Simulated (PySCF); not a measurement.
**O (oxygen, neutral) across methods**

[He] 2s1 2p5, high-spin 3P determinant (an excited configuration). All numbers are calculated (PySCF 2.14, no relativity, point nucleus, in dyall-av3z (15s9p3d2f, 71 functions)).

| method | E (hartree) | mean ε 2s α (eV) | mean ε 2p α (eV) | mean ε 2p β (eV) | Σ⟨r²⟩ (bohr²) | ⟨S²⟩ |
| --- | --- | --- | --- | --- | --- | --- |
| MN15 | -74.5416 | -28.921 | -13.666 | -10.559 | 11.97 | 2.006 |
| PBE0 | -74.4667 | -29.551 | -13.143 | -9.208 | 12.08 | 2.012 |
| r2SCAN0 | -74.4900 | -30.855 | -13.729 | -9.279 | 12.00 | 2.018 |
| LDA | -74.0062 | -25.666 | -10.968 | -7.865 | 12.28 | 2.009 |
| PBE | -74.4825 | -25.932 | -10.837 | -7.796 | 12.24 | 2.008 |
| M06-L | -74.5331 | -27.988 | -11.327 | -7.601 | 11.84 | 2.013 |
| UHF | -74.19961 | -40.161 | -19.852 | -12.134 | 12.10 | 2.042 |
| wB97M-V | -74.5188 | -31.905 | -15.542 | -11.889 | 12.22 | 2.010 |

Task: Estimate the same row for r2SCAN.

Result: E (hartree) = -74.5072; mean ε 2s α (eV) = -27.777; mean ε 2p α (eV) = -11.598; mean ε 2p β (eV) = -7.904; Σ⟨r²⟩ (bohr²) = 12.06; ⟨S²⟩ = 2.015.
